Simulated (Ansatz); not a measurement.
`[NH2][Al]([F])[Br]` + H₂S → `[NH2][Al]([F])[SH]` + HBr  (ligand exchange at the Al–Br bond)

Program: Ansatz. Geometries: PBE0-D4/def2-TZVP. ΔE: electronic, gas phase. CCSD(T)/CBS adds triple-zeta CCSD(T) − MP2 to the extrapolated MP2 energy (def2 sets, frozen cores). This one scheme is used for every species. For Br outer-core shells are correlated without core-valence functions, which leaves a few kJ/mol of doubt a bond. Scalar relativity is left out up to krypton. One conformer a species, not always the lowest.

`[NH2][Al]([F])[Br]`:

```xyz
6

N     0.956   -0.032   -0.340
Al   -0.713    0.121    0.148
F    -1.695    1.183   -0.630
Br   -1.549   -1.108    1.819
H     1.384    0.495   -1.084
H     1.617   -0.659    0.087
```

H₂S:

Z-matrix (Å, degrees):
```
S
H 1 1.341
H 1 1.341 2 92.3
```

`[NH2][Al]([F])[SH]`:

Z-matrix (Å, degrees):
```
N
Al 1 1.752
H 1 1.007 2 124.5
H 1 1.006 2 124.8 3 -180.0
F 2 1.648 1 119.4 3 -0.1
S 2 2.172 1 121.8 3 179.9
H 6 1.345 2 91.8 1 179.9
```

HBr:

Cartesian coordinates in Å:
```
Br -0.668 0.015 0.240
H 0.668 -0.015 -0.240
```

```csv
species,CCSD(T)/CBS(def2) energy (Eh)
`[NH2][Al]([F])[Br]`,-2971.22802
H₂S,-398.97279
`[NH2][Al]([F])[SH]`,-796.26217
HBr,-2573.91920
```

(1) Work out ΔE.

Largest T1 diagnostic among the species: 0.011.

Results:

(1) ΔE = (-796.26217) + (-2573.91920) − (-2971.22802) − (-398.97279) = 0.01944 Eh = +12.2 kcal/mol.

Leaving LDA and LC-ωPBE aside and taking each functional with its dispersion term where it has one, the values, not all of them listed here, spread over 2.4 kcal/mol, from revPBE-D4 to BHLYP-D4. In def2-TZVPP, CCSD(T) changes the Hartree–Fock value by −2.6 kcal/mol (the triples alone add −0.4 kcal/mol) and MP2 by −2.3 kcal/mol. From PBE to PBE0 (25 % exact exchange), in def2-TZVPP and without D4, ΔE moves by +0.8 kcal/mol.
